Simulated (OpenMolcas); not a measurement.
# Computed levels of Ho⁴⁺

```yaml
Program: OpenMolcas
Method: "SS-RASPT2, IPEA 0.25 Eh, imaginary shift 0.1 Eh (closed shells correlated: 5s 5p)"
Basis: ANO-RCC-VTZP [8s7p5d3f2g1h]
Scalar_Hamiltonian: DKH2, point nucleus
Active_space: 9 electrons in 12 orbitals (RAS2 4f; RAS3 5d, at most 1 electron)
State_averaging: 2S+1 = 6 odd, 21 roots; 2S+1 = 4 odd, 128 roots kept (CI in the orbitals of an earlier block); 2S+1 = 2 odd, 130 roots kept (CI in the orbitals of an earlier block); 2S+1 = 8 even, 35 roots (21 in the spin-orbit step); 2S+1 = 6 even, 122 roots kept (CI in the orbitals of an earlier block, 0 in the spin-orbit step); 2S+1 = 4 even, 97 roots kept (CI in the orbitals of an earlier block, 0 in the spin-orbit step); 2S+1 = 2 even, 7 roots kept (CI in the orbitals of an earlier block, 0 in the spin-orbit step)
Spin-orbit_coupling: state interaction with AMFI integrals over the reference wave functions, term energies averaged over their components
```

With spin-orbit coupling, above the lowest level:

```json
{"Configuration": "4f⁹", "Term": "⁶H°", "J": "15/2", "E (cm⁻¹)": "0.0", "g": "1.325", "Term weight %": "94", "Second": "6 ⁴I°(1)"}
{"Configuration": "4f⁹", "Term": "⁶H°", "J": "13/2", "E (cm⁻¹)": "4270", "g": "1.277", "Term weight %": "96", "Second": "3 ⁴I°(1)"}
{"Configuration": "4f⁹", "Term": "⁶H°", "J": "11/2", "E (cm⁻¹)": "7160", "g": "1.208", "Term weight %": "92", "Second": "2 ⁴G°(1)"}
{"Configuration": "4f⁹", "Term": "⁶F°", "J": "11/2", "E (cm⁻¹)": "9380", "g": "1.442", "Term weight %": "94", "Second": "3 ⁴G°(2)"}
{"Configuration": "4f⁹", "Term": "⁶H°", "J": "9/2", "E (cm⁻¹)": "9460", "g": "1.074", "Term weight %": "94", "Second": "5 ⁴G°(1)"}
{"Configuration": "4f⁹", "Term": "⁶F°", "J": "9/2", "E (cm⁻¹)": "10980", "g": "1.420", "Term weight %": "88", "Second": "9 ⁴F°(1)"}
{"Configuration": "4f⁹", "Term": "⁶H°", "J": "7/2", "E (cm⁻¹)": "11260", "g": "0.835", "Term weight %": "93", "Second": "6 ⁴G°(1)"}
{"Configuration": "4f⁹", "Term": "⁶H°", "J": "5/2", "E (cm⁻¹)": "12630", "g": "0.306", "Term weight %": "93", "Second": "6 ⁴G°(1)"}
{"Configuration": "4f⁹", "Term": "⁶F°", "J": "7/2", "E (cm⁻¹)": "13330", "g": "1.384", "Term weight %": "92", "Second": "6 ⁴F°(1)"}
{"Configuration": "4f⁹", "Term": "⁶F°", "J": "5/2", "E (cm⁻¹)": "15030", "g": "1.307", "Term weight %": "93", "Second": "4 ⁴D°"}
{"Configuration": "4f⁹", "Term": "⁶F°", "J": "3/2", "E (cm⁻¹)": "15960", "g": "1.070", "Term weight %": "91", "Second": "7 ⁴D°"}
{"Configuration": "4f⁹", "Term": "⁶F°", "J": "1/2", "E (cm⁻¹)": "16570", "g": "-0.604", "Term weight %": "91", "Second": "9 ⁴D°"}
{"Configuration": "4f⁹", "Term": "⁴F°(1)", "J": "9/2", "E (cm⁻¹)": "25700", "g": "1.296", "Term weight %": "66", "Second": "18 ⁴G°(1)"}
{"Configuration": "4f⁹", "Term": "⁴I°(1)", "J": "15/2", "E (cm⁻¹)": "26910", "g": "1.143", "Term weight %": "56", "Second": "16 ²K°"}
{"Configuration": "4f⁹", "Term": "⁴G°(1)", "J": "11/2", "E (cm⁻¹)": "28640", "g": "1.263", "Term weight %": "89", "Second": "3 ⁶H°"}
{"Configuration": "4f⁹", "Term": "⁴M°", "J": "21/2", "E (cm⁻¹)": "31330", "g": "1.137", "Term weight %": "93", "Second": "6 ²N°"}
{"Configuration": "4f⁹", "Term": "⁴I°(1)", "J": "13/2", "E (cm⁻¹)": "31350", "g": "1.077", "Term weight %": "72", "Second": "16 ⁴K°"}
{"Configuration": "4f⁹", "Term": "⁴F°(1)", "J": "7/2", "E (cm⁻¹)": "31430", "g": "1.196", "Term weight %": "60", "Second": "20 ⁴G°(1)"}
{"Configuration": "4f⁹", "Term": "⁴K°", "J": "17/2", "E (cm⁻¹)": "31750", "g": "1.102", "Term weight %": "48", "Second": "25 ⁴L°"}
{"Configuration": "4f⁹", "Term": "⁴M°", "J": "19/2", "E (cm⁻¹)": "32590", "g": "1.100", "Term weight %": "58", "Second": "38 ⁴L°"}
{"Configuration": "4f⁹", "Term": "⁴P°", "J": "3/2", "E (cm⁻¹)": "34170", "g": "1.492", "Term weight %": "30", "Second": "30 ⁴D°"}
{"Configuration": "4f⁹", "Term": "⁴I°(1)", "J": "11/2", "E (cm⁻¹)": "34430", "g": "0.956", "Term weight %": "84", "Second": "10 ⁴K°"}
{"Configuration": "4f⁹", "Term": "⁴M°", "J": "15/2", "E (cm⁻¹)": "35050", "g": "0.941", "Term weight %": "49", "Second": "18 ⁴I°(1)"}
{"Configuration": "4f⁹", "Term": "⁴F°(1)", "J": "5/2", "E (cm⁻¹)": "35360", "g": "1.314", "Term weight %": "27", "Second": "22 ⁴P°"}
{"Configuration": "4f⁹", "Term": "⁴I°(1)", "J": "9/2", "E (cm⁻¹)": "35980", "g": "0.767", "Term weight %": "84", "Second": "9 ²H°"}
{"Configuration": "4f⁹", "Term": "⁶P°", "J": "5/2", "E (cm⁻¹)": "36750", "g": "1.488", "Term weight %": "48", "Second": "22 ⁴F°(1)"}
{"Configuration": "4f⁹", "Term": "⁴G°(1)", "J": "9/2", "E (cm⁻¹)": "36810", "g": "1.161", "Term weight %": "61", "Second": "20 ⁴F°(1)"}
{"Configuration": "4f⁹", "Term": "⁶P°", "J": "7/2", "E (cm⁻¹)": "37000", "g": "1.605", "Term weight %": "69", "Second": "22 ⁴D°"}
{"Configuration": "4f⁹", "Term": "⁴M°", "J": "17/2", "E (cm⁻¹)": "37080", "g": "1.047", "Term weight %": "60", "Second": "38 ⁴K°"}
{"Configuration": "4f⁹", "Term": "⁴G°(1)", "J": "7/2", "E (cm⁻¹)": "38560", "g": "1.059", "Term weight %": "45", "Second": "21 ²F°"}
{"Configuration": "4f⁹", "Term": "⁴L°", "J": "19/2", "E (cm⁻¹)": "38740", "g": "1.117", "Term weight %": "56", "Second": "40 ⁴M°"}
{"Configuration": "4f⁹", "Term": "⁴K°", "J": "15/2", "E (cm⁻¹)": "38780", "g": "1.043", "Term weight %": "63", "Second": "12 ⁴M°"}
{"Configuration": "4f⁹", "Term": "⁴D°", "J": "1/2", "E (cm⁻¹)": "38830", "g": "0.824", "Term weight %": "52", "Second": "30 ⁴P°"}
{"Configuration": "4f⁹", "Term": "⁴D°", "J": "5/2", "E (cm⁻¹)": "39030", "g": "0.985", "Term weight %": "37", "Second": "34 ⁴G°(1)"}
{"Configuration": "4f⁹", "Term": "⁶P°", "J": "3/2", "E (cm⁻¹)": "39410", "g": "1.916", "Term weight %": "60", "Second": "17 ⁴D°"}
{"Configuration": "4f⁹", "Term": "⁴F°(1)", "J": "3/2", "E (cm⁻¹)": "40920", "g": "0.555", "Term weight %": "81", "Second": "11 ²D°"}
{"Configuration": "4f⁹", "Term": "⁴K°", "J": "13/2", "E (cm⁻¹)": "41220", "g": "1.000", "Term weight %": "39", "Second": "26 ⁴L°"}
{"Configuration": "4f⁹", "Term": "⁴F°(1)", "J": "5/2", "E (cm⁻¹)": "41840", "g": "1.040", "Term weight %": "43", "Second": "20 ⁴D°"}
{"Configuration": "4f⁹", "Term": "⁴H°", "J": "13/2", "E (cm⁻¹)": "42050", "g": "1.162", "Term weight %": "66", "Second": "10 ⁴I°(1)"}
{"Configuration": "4f⁹", "Term": "⁴D°", "J": "7/2", "E (cm⁻¹)": "42130", "g": "1.424", "Term weight %": "52", "Second": "28 ⁶P°"}
```

Spin-orbit coupling puts the lowest level 7736 cm⁻¹ below the lowest spin-free term.

For ⁶H° the intervals divided by the larger J are -391.3, -400.6, -417.4, -445.9, -568.9 cm-1. Landé's interval rule makes them equal in pure LS coupling; they differ by 40 % of their mean. The multiplet is inverted.

CASPT2 breaks the degeneracy within a term, and the mean is taken; among the terms shown or strongly mixed into the levels shown the widest spread is 85 cm-1 (4f⁹ ⁴L°). Each CASPT2 term energy is a mean over a sample of three components. High states are left out of the spin-orbit mixing, which shifts the levels that they would mix with. Terms from blocks run as CI alone lack orbitals of their own. Levels of configurations outside the active space are missing. The first state left out of the spin-orbit step lies near 57000 cm-1 above the lowest spin-free state of the reference (among the parities and spins computed), and the list stops at four fifths of that energy or lower. The table shows the lowest 40 of 45 levels.

The CASPT2 steps took 3.4 min on 1 thread of Intel(R) Xeon(R) 6975P-C (Granite Rapids), with other jobs on the host; the integral step is not counted.

The term weight is that of the spin-free term in the level, not the purity of its configuration. A number in round brackets counts repeated terms of one configuration in the order of the reference energies. ° marks odd parity.
